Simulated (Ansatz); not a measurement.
`F[Si]1([SiH3])BO1` + `S[CH2][GeH3]` → `[SiH3]S[CH2][GeH3]` + `F[SiH]1BO1` at 600 K and 1 bar (cleavage of the Si–Si bond).

Computed with Ansatz on PBE0-D4/def2-TZVP structures; ΔE is electronic, products minus reactants. CCSD(T)/CBS adds triple-zeta CCSD(T) − MP2 to the extrapolated MP2 energy (def2 sets, frozen cores). For Ge outer-core shells are correlated without core-valence functions, which leaves a few kJ/mol of doubt a bond. Scalar relativity is left out up to krypton. Each species was taken in one conformer, which may not be the lowest.

```
             species  CCSD(T)/CBS energy (Eh)  H − E (kJ/mol)  S (J/(mol·K))
 `F[Si]1([SiH3])BO1`               -780.40050           179.8          442.0
      `S[CH2][GeH3]`              -2515.53503           208.9          397.9
`[SiH3]S[CH2][GeH3]`              -2805.83640           274.2          489.6
        `F[SiH]1BO1`               -490.11970           113.7          344.2
```

H − E and S are ideal-gas, rigid-rotor, harmonic terms from PBE0-D4/def2-TZVP, for one conformer and one mirror image of each species. 1 Eh = 2625.50 kJ/mol, R = 8.31446 J/(mol·K).

Task: By hand: ΔE, ΔH, ΔS and ΔG.

Result: ΔE = (-2805.83640) + (-490.11970) − (-780.40050) − (-2515.53503) = -0.02057 Eh = -54.0 kJ/mol. Δ(H − E) = 274.2 + 113.7 − 179.8 − 208.9 = -0.8, so ΔH = -54.8 kJ/mol. ΔS = 489.6 + 344.2 − 442.0 − 397.9 = -6.1 J/(mol·K). ΔG = -54.8 − 600 × (-6.1)/1000 = -51.1 kJ/mol.

Task: By hand: the equilibrium constant, and the temperature at which ΔG would vanish if ΔH and ΔS stayed fixed.

Result: log₁₀ K = −ΔG/(RT ln 10) = 4.4. ΔG = 0 at ΔH/ΔS = 8984 K, far beyond where these terms or the molecules hold.

The number of gas molecules stays the same, so ΔS is small and ΔH decides. A doubt of 5 kJ/mol in ΔE shifts log₁₀ K by 0.4 here. Other conformers and mirror images would add mixing entropy, several J/(mol·K) or more a flexible species. Modes under 60 cm⁻¹, often nearly free rotors, make the harmonic entropy too high. These are equilibria of isolated gas molecules and say nothing of rates. Largest T1 diagnostic: 0.016 (customary marks: 0.02 for closed shells, 0.045 for open ones).
